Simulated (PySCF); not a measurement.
A structure optimised at PBE0-D3(BJ)/def2-SVP, used in a PySCF frequency run:

```xyz
10

N     -1.4672     1.4520    -0.3736
Sn    -0.0563     0.1248     0.1994
N      1.5288     0.9220     1.1607
O     -0.8069    -1.1435     1.5061
Cl     0.5463    -1.0405    -1.7618
H     -1.5880     1.4682    -1.3848
H     -1.2511     2.3973    -0.0606
H      2.3354     1.0394     0.5493
H      1.8123     0.3243     1.9370
H     -1.7574    -1.2530     1.3820
```

Write its SMILES and formula.

[NH2][Sn]([NH2])([OH])[Cl], ClH₅N₂OSn

What are its rotational constants (standard atomic weights)?

2.7195, 1.7218, 1.6438 GHz
